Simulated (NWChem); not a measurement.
Spin states of HSb

SMILES: [SbH]
```xyz
2

Sb     0.0000     0.0000     0.0332
H      0.0000     0.0000    -1.6917
```
Charge 0, spin multiplicity 3.

The numbers come from NWChem runs, not from measurements. All single points use one geometry, from UPBE0/def2-SVP with def2 effective core potentials on Sb, a minimum by its harmonic frequencies.

Basis set: def2-TZVP. The gap is E(triplet) − E(singlet) at the geometry of the triplet, so a negative value puts the higher spin lower. Open shells are unrestricted, coupled cluster uses restricted open-shell references, and the singlet is the closed-shell solution. Where the lowest singlet needs several determinants, the single determinant used here isn't a pure state and places it wrongly.

The cost column gives rough processor time relative to B3LYP; each entry includes its own SCF.

Effective core potentials replace the inner electrons of Sb; spin-orbit coupling is left out. The correlated methods keep 4 core orbitals frozen. B3LYP has NWChem's definition, with VWN1-RPA local correlation. GW and range-separated runs recompute their integrals, the others keep them in memory, which bears on the times. This spin state was chosen for the runs; another may lie lower. The structure started from a generated list of species. The unpaired electrons of the parent sit in orbitals of symmetry b1 and b2 (C2v labels of the run); other states weren't searched. No SCF solution was tested for a lower state. Open-shell Hartree-Fock references start from PBE0 orbitals; any time given for them includes that run. No row is a measurement; the coupled-cluster row has its own basis-set and correlation limits.

```tsv
method	vertical singlet-triplet gap (kcal/mol)	relative cost	remark
B3LYP	-25.5	1	-
B2PLYP	(withheld)	under 3	-
CR-CCSD(T)	-26.1	9	large amplitudes
M06-2X	-32.7	under 3	-
HF	-39.3	under 3	-
CAM-B3LYP	-26.0	5	-
CCSD(T)	-25.5	10	large amplitudes
MP2	(withheld)	under 3	-
```

Fill in the missing entries.


- B2PLYP, vertical singlet-triplet gap (kcal/mol): -26.7
- MP2, vertical singlet-triplet gap (kcal/mol): -30.1
